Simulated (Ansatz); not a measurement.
HBe (SMILES [BeH]), doublet, geometry from GFN2-xTB (such geometries of metal compounds can be far from the true shape) (the spin is typed, not shown lowest), atoms displaced at random by about 0.02 Å a coordinate. Base run: Ansatz (a quantum-chemistry and plane-wave program) with HF/def2-TZVP.

Ansatz was given this input:
Ansatz 0.2 input:
```yaml
crystal:
  periodic: [false, false, false]
  atoms:
    - {symbol: Be, position_ang: [-0.02736605, -0.02975451, -0.27962345]}
    - {symbol: H, position_ang: [0.01047606, -0.00570530, 1.04011372]}
basis:
  gaussian:
    orbitals: def2-TZVP
hamiltonian:
  xc: hf
magnetization: {spin_polarized: true, initial_magnetization: 1}
relax: {}
```

Variants of this job, named by their change:

```tsv
change	ΔE vs base (kJ/mol)	optimiser steps
base	0.00	3
relax = max_displacement: 0.5	0.00	3
relax = max_displacement: 0.02	0.00	3
relax = escape_saddle: false	0.00	3
relax = f_tol: 0.0005	0.00	4
relax = f_tol: 0.1	0.00	3
relax = f_tol: 0.002	0.00	3
```
